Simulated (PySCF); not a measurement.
C7H8O3P (charge -1).
Numbering: `[CH3:1][c:2]1[cH:3][cH:4][cH:5][cH:6][c:7]1[P@@:8](=[O:9])([O-:10])[OH:11]`

Definitions: NICS(0) = −σiso at the ring centroid; NICS(1) = −σiso and NICS(1)zz = −σzz at ±1 Å along the ring normal z. Level: GIAO PBE0/pcSseg-1 (PySCF, non-relativistic, gas phase) on the GFN2-xTB geometry, one conformer.

Ring bond lengths (Å), with Mayer bond orders in brackets: C2–C3 1.389 (1.43), C3–C4 1.385 (1.43), C4–C5 1.384 (1.43), C5–C6 1.384 (1.40), C6–C7 1.382 (1.49), C7–C2 1.392 (1.35).

Problem. What do the NICS probes read (ppm)?

Solution. 
```json
{"ring": "C2–C3–C4–C5–C6–C7", "type": "6-membered carbocycle; formal bonds all aromatic", "NICS(0)": "-8.6", "NICS(1), two faces": "-11.5 / -11.3", "NICS(1)zz, two faces": "-28.0 / -27.5", "rms pucker (Å)": "0.00", "centre to ring atoms, mean (Å)": "1.39"}
```

Problem. What do they say, and how far can they be read as aromaticity?

Solution. 
- C2–C3–C4–C5–C6–C7: mean NICS(1)zz -27.8 ppm, shielded, aromatic by this magnetic criterion (flat ring, no four-coordinate atom).

Problem. What does the geometric index give? HOMA takes Krygowski's 1993 parameters.

Solution. 
- C2–C3–C4–C5–C6–C7: HOMA 1.00 = 1 − EN − GEO, with mean bond length 1.386 Å, EN = α(Ropt − mean)² = 0.001 and GEO = α × variance = 0.003. The geometric and the magnetic index point the same way.

Problem. List the ring angles and the Hirshfeld charges of the ring atoms.

Solution. 
- C2–C3–C4–C5–C6–C7: C2 118.9° (+0.009 e), C3 121.0° (-0.076 e), C4 119.8° (-0.079 e), C5 119.4° (-0.079 e), C6 121.0° (-0.060 e), C7 119.9° (-0.061 e); sum 720.0° against 720° for a flat convex ring.

Conformer computed: `[CH3:1][c:2]1[cH:3][cH:4][cH:5][cH:6][c:7]1[P@@:8](=[O:9])([O-:10])[OH:11]`: C6–C7–P8–O9 -124°, H–O11–P8–C7 -95°.
